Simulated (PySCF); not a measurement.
Si(H)(F)(OH)(NH2) (FH₄NOSi), SMILES N[SiH](O)F. The structure is a stationary point at ωB97X-D3(BJ)/def2-SVP. Other conformers were not sampled.

Task: Give the equilibrium geometry at ωB97X-D3(BJ)/def2-SVP (PySCF confirms it by a frequency run) as Cartesian coordinates in Å. (An estimate is asked for; the answer gives what the named calculation found.)

Result: One answer among several that fit: 
```xyz
8

Si    -0.0326    -0.1816    -0.2878
N      1.4958    -0.5129     0.3725
O     -0.1287     1.4543    -0.5168
F     -1.2918    -0.5564     0.6841
H     -0.2287    -1.0022    -1.5036
H      1.9465    -1.4151     0.2840
H      1.9311     0.0835     1.0664
H     -1.0079     1.8399    -0.4473
```
Charge 0, spin multiplicity 1.
